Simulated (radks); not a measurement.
Isoelectronic series with 42 electrons, all held in the configuration [Kr] 4d5 5s1, which need not be the ground one along the series. Calculated with a radial shooting solver on a logarithmic mesh with Libxc functionals: Dirac Kohn-Sham, PBE, spin-unpolarised, spherical densities, finite nucleus; open shells fill j = l - 1/2 first; Fermi nuclear charge, rms radius of each element as measured or else 0.836 A^(1/3) + 0.57 fm. Total energies (hartree) and mean radii <r> (bohr):

| ion | E (hartree) | 4d5/2 | 4d3/2 | 5s1/2 | 4p3/2 |
|---|---|---|---|---|---|
| Mo | -4049.15996 | 2.021 | 1.988 | 3.602 | 1.249 |
| Tc+ | -4285.92824 | 1.681 | 1.662 | 3.039 | 1.183 |
| Ru2+ | -4530.33877 | 1.479 | 1.465 | 2.670 | 1.121 |
| Rh3+ | -4782.39385 | 1.336 | 1.324 | 2.402 | 1.064 |
| Pd4+ | -5042.10558 | 1.226 | 1.216 | 2.196 | 1.013 |
| Ag5+ | -5309.49909 | 1.137 | 1.128 | 2.029 | 0.9659 |
| Cd6+ | -5584.60005 | 1.064 | 1.055 | 1.891 | 0.9233 |
| In7+ | -5867.44687 | 1.001 | 0.9927 | 1.773 | 0.8844 |
| Sn8+ | -6158.07175 | 0.9464 | 0.9386 | 1.672 | 0.8488 |
| Sb9+ | -6456.51629 | 0.8984 | 0.8909 | 1.583 | 0.8160 |
| Te10+ | -6762.81947 | 0.8558 | 0.8485 | 1.504 | 0.7858 |
| I11+ | -7077.03294 | 0.8175 | 0.8104 | 1.434 | 0.7578 |
| Xe12+ | -7399.19691 | 0.7829 | 0.7759 | 1.370 | 0.7317 |
| Cs13+ | -7729.3649 | 0.7514 | 0.7446 | 1.312 | 0.7075 |
| Ba14+ | -8067.5848 | 0.7226 | 0.7159 | 1.260 | 0.6849 |
| La15+ | -8413.9143 | 0.6961 | 0.6895 | 1.211 | 0.6637 |
| Ce16+ | -8768.4067 | 0.6717 | 0.6651 | 1.167 | 0.6438 |
| Pr17+ | -9131.1223 | 0.6490 | 0.6425 | 1.126 | 0.6251 |
| Nd18+ | -9502.1195 | 0.6279 | 0.6214 | 1.087 | 0.6075 |

4d5/2 drops below 5s1/2 between Mo and Tc+. 4d3/2 drops below 5s1/2 between Mo and Tc+.
